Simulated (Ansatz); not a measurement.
Frontier orbitals of `ClC[SiH2]CCl`.

Cartesian coordinates in Å:
```
Cl 0.684 -2.369 0.167
C -0.492 -1.313 -0.667
Si 0.166 0.448 -0.688
C 0.392 1.043 1.081
Cl -1.186 1.010 1.918
H -0.637 -1.710 -1.672
H -1.436 -1.380 -0.126
H 1.475 0.477 -1.391
H -0.807 1.331 -1.384
H 1.072 0.396 1.636
H 0.768 2.066 1.126
```

Total charge 0; spin multiplicity 1. The structure was optimised at the PBE0-D4/def2-TZVP level. It is one conformer, not always the lowest. Basis def2-TZVPP, Ansatz 0.2.0.

| functional | HOMO (eV) | LUMO (eV) | gap (eV) |
| --- | --- | --- | --- |
| PBE | -6.79 | -1.03 | 5.76 |
| PBE0 | -8.13 | -0.07 | 8.06 |
| r2SCAN0 | -8.33 | 0.13 | 8.46 |
| BHLYP | -9.36 | 0.82 | 10.18 |
| LC-ωPBE | -10.90 | 2.17 | 13.07 |
| ωB97M-V | -10.38 | 1.68 | 12.06 |
| HF | -11.30 | 2.93 | 14.23 |

From PBE to PBE0 the HOMO moves by −1.34 eV and the LUMO by +0.96 eV, and with ωB97M-V by −3.59 and +2.70 eV, so the gap grows from 5.76 to 12.06 eV with exact exchange. A positive LUMO is unbound and depends on the basis.

LC-ωPBE has ω = 0.4 bohr⁻¹.
